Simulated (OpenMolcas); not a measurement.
# Br3+: Slater's ratio, the spin-orbit constant, worked from levels

```json
{
  "Program": "OpenMolcas 26.06",
  "Basis": "ANO-RCC-VTZP [6s5p3d1f]",
  "Scalar Hamiltonian": "DKH2, point nucleus",
  "Active space": "2 electrons in 3 orbitals (4p)",
  "State averaging": "2S+1 = 3 even, 3 roots; 2S+1 = 1 even, 6 roots",
  "Spin-orbit coupling": "state interaction with AMFI integrals over the reference wave functions, term energies averaged over their components"
}
```

Methods: CASSCF; SS-CASPT2, IPEA 0.25 Eh, imaginary shift 0.1 Eh (closed shells correlated: 3d 4s).

**Slater's ratio.** With one set of orbitals, p2 has ¹D - ³P = 6 F2 and ¹S - ¹D = 9 F2 (F2 = F²/25), a ratio of 3/2. Term energies are centres of gravity, weighted by 2J + 1.

| Source | ¹D - ³P | ¹S - ³P | F2 from the first | Ratio |
| --- | --- | --- | --- | --- |
| CASSCF | 14921 | 36180 | 2487 | 1.425 |
| SS-CASPT2 | 12514 | 30534 | 2086 | 1.440 |

Energies in cm-1. A ratio away from 3/2 shows effects beyond one configuration with one set of orbitals, and in heavier atoms second-order spin-orbit shifts.

**The spin-orbit constant.** For the Hund term ³P of p2, E(J) = (A/2) J(J+1) + constant and ζ = 2S·A = 2A. From J = 0 to J = 2 the energy changes by 3 A.

```tsv
Source	E(2) - E(0)	A	ζ
CASSCF	5237.6	1745.9	3492
SS-CASPT2	5231.8	1743.9	3488
```

All in cm-1. Both methods take the spin-orbit matrix elements from the reference wave functions, so the second can move ζ only through the term energies and any multistate remixing. Second-order mixing with other terms is absorbed into this ζ.

Term energies are means over components that CASPT2 splits; among the terms shown or strongly mixed into the levels shown the widest spread is 110 cm-1 (4s² 4p² ¹D, SS-CASPT2). With the s shell closed, the reference lacks s² → p² mixing. Only configurations of the active space appear.
